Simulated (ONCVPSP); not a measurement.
# Reading a pseudo-wave (nitrogen)

Columns: radius, all-electron u(r) and pseudo u(r) of the 2s shell (level -18.74 eV) of nitrogen in the configuration [He] 2s1.75 2p3.25; revPBE, scalar-relativistic, ONCV scheme, ONCVPSP 4.0.1.

```tsv
r (bohr)	all-electron	pseudo
0.062	-0.3195	0.0344
0.125	-0.3860	0.0742
0.188	-0.3145	0.1225
0.250	-0.1783	0.1802
0.312	-0.0169	0.2487
0.375	0.1496	0.3282
0.438	0.3054	0.4149
0.500	0.4419	0.5028
0.562	0.5596	0.5883
0.625	0.6589	0.6687
0.688	0.7384	0.7399
0.750	0.7986	0.7986
0.812	0.8426	0.8426
0.875	0.8727	0.8727
0.938	0.8900	0.8900
1.000	0.8964	0.8965
1.062	0.8942	0.8942
1.125	0.8845	0.8845
1.188	0.8688	0.8688
1.250	0.8487	0.8487
1.312	0.8249	0.8249
1.375	0.7980	0.7980
1.438	0.7690	0.7690
1.500	0.7391	0.7391
1.562	0.7084	0.7084
1.625	0.6768	0.6768
```

Problem. How many radial nodes do the two functions have?

Solution. The all-electron 2s function has n − l − 1 = 1; the pseudo-wave has 0, since the states of the same l below it are removed with the core.

Problem. At about which radius was the pseudo-wave matched?

Solution. 0.75 bohr, where the columns begin to agree (steps of 0.06 bohr).

Problem. Where does each function peak?

Solution. Outermost all-electron maximum near 1.00 bohr, pseudo maximum near 1.00 bohr (to the table’s step).

Problem. Is the pseudo-wave norm-conserving?

Solution. Yes: the ONCV scheme keeps the norm inside the radius equal to the all-electron one, which fixes the energy derivative of the logarithmic derivative at the level.
